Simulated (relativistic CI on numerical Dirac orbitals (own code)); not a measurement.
## One change at a time: Nd⁵³⁺

Base calculation: Dirac-Coulomb-Breit CI, separate exchange-only KLI orbitals for each configuration, model QED, unscaled Slater integrals.

Configurations in the expansion (outside the closed core 1s2): 2s²2p³, 2s2p⁴, 2p⁵, 2p⁴3s, 2p⁴3p, 2p⁴3d, 2s²2p²3s, 2s²2p²3p, 2s²2p²3d, 2s2p³3s, 2s2p³3p, 2s2p³3d, 2s²2p²4s, 2s²2p²4p, 2s²2p²4d, 2s²2p²4f. Levels of other configurations are missing.

Variants: (1) configuration mixing switched off; (2) only the first 3 configurations. Shifts of the energy above 2s²2p³ ²P°3/2, in eV, for the lowest level and the first level of each name with at least 55 % of one term (blank where a level changes its place among those of its configuration and J or its character, or is not in the variant):

| Level | Base | Δ(1) | Δ(2) |
| --- | --- | --- | --- |
| 2s²2p³ ²P°3/2 | 0.00 | 0.00 | 0.00 |
| 2s²2p³ ²D°5/2 | 546.71 | -1.39 | +0.09 |
| 2s²2p³ ²P°1/2 | 583.76 | +1.42 | -0.27 |
| 2s2p⁴ ⁴P5/2 | 778.15 | -1.60 | -0.12 |
| 2s2p⁴ ²S1/2 | 858.38 | -1.55 | -0.08 |
| 2s2p⁴ ⁴P3/2 | 1325.14 | -1.65 | -0.17 |
| 2s2p⁴ ²D5/2 | 1361.30 | -1.41 | +0.07 |
| 2s2p⁴ ²P1/2 | 1406.22 | -1.23 | +0.25 |
| 2p⁵ ²P°3/2 | 1697.48 | -6.82 | +0.56 |
| 2p⁵ ²P°1/2 | 2246.23 | -4.11 | +0.55 |
| 2s²2p²3s ⁴P3/2 | 6248.13 | +1.36 |  |
| 2s²2p²3s ²P1/2 | 6256.41 | +0.98 |  |
| 2s²2p²3s ²D5/2 | 6266.48 | +0.95 |  |
| 2s²2p²3s ²D3/2 | 6271.69 | +1.18 |  |

At this charge energies of transitions that change n are usually good to better than 1 %, and those within a shell (Δn = 0) to a few per cent.

Ionisation energy from the two ground configurations alone: base 10554.5 eV. The NIST ASD value (theoretical) is 10555 eV.

LS names give the leading component of a level, which can be under half, so a name can repeat, a term be missing and a line seem to break the LS rules.
